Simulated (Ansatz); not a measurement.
Basis-set series for `[CH3][Ga-]([CH3])([F])[SH2+]`. Charge 0, multiplicity 1. The geometry is a stationary point of PBE0-D4/def2-TZVP. It is one conformer, not always the lowest.

```tsv
functional	basis	functions	energy (Eh)	HOMO (eV)	LUMO (eV)
PBE0-D4	def2-SVP	132	-2502.89020	-7.47	0.21
PBE0-D4	def2-TZVPP	295	-2503.49041	-7.57	-0.28
ωB97M-V	def2-SVP	132	-2503.25612	-9.69	2.17
ωB97M-V	def2-TZVPP	295	-2503.86348	-9.80	1.60
```

(1) Give the rows for def2-QZVPP. (Best estimate.)

Answers

(1) The calculation gave: 
```csv
functional,basis,functions,energy (Eh),HOMO (eV),LUMO (eV)
PBE0-D4,def2-QZVPP,570,-2503.55659,-7.59,-0.39
ωB97M-V,def2-QZVPP,570,-2503.92736,-9.82,1.05
```

Positive LUMOs are unbound and depend on the basis. Scalar relativity is left out up to krypton.

All numbers were calculated with Ansatz.
